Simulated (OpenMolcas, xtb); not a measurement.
# A ladder of methods for C2H7AlO (SMILES C[CH2][AlH][OH])

The species is C2H7AlO (11 atoms), meant as a singlet with charge 0. SMILES: `C[CH2][AlH][OH]`. The coordinates come from a PBE0-D4/def2-TZVP relaxation. This is one conformer, not always the lowest.

```csv
atom,x (Å),y (Å),z (Å)
C,-1.1116,0.8294,0.1064
C,0.1759,0.3880,0.8020
Al,1.2545,-0.9479,-0.1378
O,0.7626,-1.5768,-1.6393
H,-1.7910,-0.0119,-0.0587
H,-1.6626,1.5750,0.6876
H,-0.9106,1.2733,-0.8729
H,-0.0493,-0.0100,1.8007
H,0.8188,1.2568,0.9979
H,2.6223,-1.5227,0.4124
H,-0.0438,-1.3101,-2.0778
```

Each level gives the dipole moment (D). The values are calculated.

```tsv
level	kind	program	value (D)	CPU time
GFN0-xTB	semi-empirical	xtb	2.75	under 2 s
HF/6-31G* (spherical functions)	Hartree–Fock	OpenMolcas	2.01	8 s
SVWN5/6-31G* (spherical functions)	LDA	OpenMolcas	2.09	38 s
PBE/6-31G* (spherical functions)	GGA	OpenMolcas	2.01	50 s
M06-L/6-31G* (spherical functions)	meta-GGA	OpenMolcas	1.88	62 s
BHLYP/6-31G* (spherical functions)	global hybrid	OpenMolcas	1.99	45 s
```

The values span 1.88 to 2.75 D. Magnitudes only. CPU times are rough (shared hosts, several kinds of processor and program).
